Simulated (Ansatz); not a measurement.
Program: Ansatz 0.2.0.

Basis-set series for `C/C(F)=C/C(F)F`. Total charge 0; spin multiplicity 1. The geometry is a stationary point of PBE0-D4/def2-TZVP. It is one conformer, not always the lowest.

```tsv
functional	basis	functions	energy (Eh)	HOMO (eV)	LUMO (eV)
PBE0-D4	def2-SVP	123	-454.13685	-7.83	-0.08
PBE0-D4	def2-TZVPP	287	-454.67399	-7.92	-0.23
ωB97M-V	def2-SVP	123	-454.44658	-10.07	2.15
ωB97M-V	def2-TZVPP	287	-454.99944	-10.18	1.94
```

Problem. Give the rows for def2-QZVPP. (Best estimate.)

Solution. The calculation gave: 
```json
{"functional": "PBE0-D4", "basis": "def2-QZVPP", "functions": "549", "energy (Eh)": "-454.69761", "HOMO (eV)": "-7.95", "LUMO (eV)": "-0.30"}
{"functional": "ωB97M-V", "basis": "def2-QZVPP", "functions": "549", "energy (Eh)": "-455.02194", "HOMO (eV)": "-10.21", "LUMO (eV)": "1.68"}
```

Positive LUMOs are unbound and depend on the basis.
